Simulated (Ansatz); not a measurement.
(KH)2 ring (K2H2) was relaxed with PBE0-D4 (def2-TZVP) in Ansatz in these states: charge +1 doublet, neutral singlet. The geometries follow in no particular order.

A:

```xyz
4

K    -0.567    2.225    0.778
H    -0.043    0.143   -0.440
K     0.567   -2.225   -0.778
H     0.043   -0.143    0.440
```

B:

```xyz
4

K    -1.086    0.113   -1.413
H    -1.321    0.333    1.043
K     1.086   -0.113    1.413
H     1.321   -0.333   -1.043
```

Question: Judge from the bond lengths which geometry belongs to which state (an estimate).

Answer: A is the charge +1 doublet (K1–K3 4.849 Å, K3–H4 2.469 Å, K1–H2 2.469 Å); B is the neutral singlet (K1–K3 3.571 Å, K3–H4 2.477 Å, K1–H2 2.477 Å).

In the charge 1 doublet, H2 and H4 lie 0.93 Å apart (atoms count from 1), so these atoms are partly bonded to each other.
